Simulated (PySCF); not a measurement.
A structure optimised at PBE-D3(BJ)/def2-SVP, used in a PySCF frequency run:

```xyz
14

C      2.4631     0.1641     0.7403
C      1.3150     0.3460     0.0691
F      0.7067     1.5696     0.1277
C      0.5289    -0.6292    -0.7370
Si    -1.2085    -0.9682    -0.0159
N     -2.1348     0.4953    -0.2231
H      2.9739    -0.8065     0.7062
H      2.9020     0.9829     1.3267
H      1.0807    -1.5868    -0.8139
H      0.3753    -0.2359    -1.7661
H     -1.0047    -1.4691     1.3989
H     -1.8779    -2.0679    -0.7963
H     -1.6703     1.3548     0.0869
H     -3.1189     0.5032     0.0579
```

Problem. Write its SMILES and formula.

Solution. C=C(F)C[SiH2]N, C₃H₈FNSi

Problem. What are its rotational constants (standard atomic weights)?

Solution. 4.9910, 1.7882, 1.4532 GHz
